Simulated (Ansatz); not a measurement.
Total energies of H3IO3Ti, SMILES `[OH][Ti]([OH])([OH])[I]`.

```xyz
8

O     1.039    0.091    1.389
Ti   -0.136   -0.120    0.073
O    -1.648    0.714    0.516
O     0.462    0.491   -1.482
I    -0.546   -2.675   -0.211
H     1.840   -0.355    1.668
H    -2.301    1.135   -0.046
H     1.289    0.718   -1.907
```

Charge 0, multiplicity 1. Correlated methods include outer-core shells of I, Ti, which these sets cover unevenly. Scalar relativity is left out up to krypton. I takes the def2 core potential. All single points use the PBE0-D4/def2-TZVP geometry. It is one conformer, not always the lowest. Basis def2-TZVPP, Ansatz 0.2.0.

RPA on PBE orbitals: Hartree–Fock energy of these orbitals -1371.60777 Eh, correlation -2.38229 Eh (frozen core).

| functional | energy without D4 (Eh) | D4 term (kJ/mol) |
| --- | --- | --- |
| PBE | -1374.54508 | -20.7 |
| revPBE | -1374.87684 | -49.8 |
| r2SCAN | -1374.99044 | -4.9 |
| B97M-V | -1374.70071 | – |
| r2SCANh | -1374.94569 | -5.4 |
| r2SCAN0 | -1374.88164 | -6.0 |
| HSE06 (plane-wave form) | -1374.54411 | -17.0 |
| BHLYP | -1374.78406 | -30.1 |
| CAM-B3LYP | -1374.95790 | -18.7 |
| LC-ωPBE | -1374.70933 | – |
| ωB97X-V | -1374.77266 | – |
| ωB97M-V | -1374.84551 | – |
| B2PLYP | -1374.52954 | – |
| PBE-QIDH | -1374.26758 | – |

(1) Give the same for LDA (SPW92), BLYP, PBE0, B3LYP. (Estimate.)

B3LYP takes the VWN-RPA correlation (the form of Gaussian; ORCA's B3LYP/G). HSE06 is the plane-wave form, built on full-range PBE exchange. The double hybrids freeze the cores in their second-order part.

## Answers

(1) The calculation gave: 
```tsv
functional	energy without D4 (Eh)	D4 term (kJ/mol)
LDA (SPW92)	-1370.95743	–
BLYP	-1374.95583	-43.3
PBE0	-1374.56361	-17.9
B3LYP	-1375.11174	-33.6
```

LC-ωPBE has ω = 0.4 bohr⁻¹.
